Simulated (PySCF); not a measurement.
vinylidene fluoride (C2H2F2), SMILES C=C(F)F. Atoms are numbered in the order given.

```xyz
6

C      0.0000     0.0000     1.3819
C      0.0000     0.0000     0.0582
F      0.0000     1.0734    -0.6934
F      0.0000    -1.0734    -0.6934
H      0.0000    -0.9458     1.9200
H      0.0000     0.9458     1.9200
```

Coordinates come from a PBE0-D3(BJ)/def2-SVP optimisation.

Level of theory: PBE/pcJ-1 in PySCF.

Isotropic couplings with Fermi-contact, spin-dipole and both spin-orbit terms, one fixed conformer, no vibrational averaging. Isotopes: 13C, 19F, 1H.

Computed spin–spin coupling constants:
| pair | bonds apart | J (Hz) |
|---|---|---|
| C1–C2 | 1 | 116.5 |
| C1–H5 | 1 | 164.3 |
| C1–H6 | 1 | 164.3 |
| C2–F3 | 1 | -399.4 |
| C2–F4 | 1 | -399.4 |
| C1–F3 | 2 | 22.9 |
| C1–F4 | 2 | 22.9 |
| C2–H5 | 2 | 2.1 |
| C2–H6 | 2 | 2.1 |
| F3–F4 | 2 | -143.9 |
| H5–H6 | 2 | -3.4 |
| F3–H5 | 3 | 31.3 |
| F3–H6 | 3 | -1.3 |
| F4–H5 | 3 | -1.3 |
| F4–H6 | 3 | 31.3 |
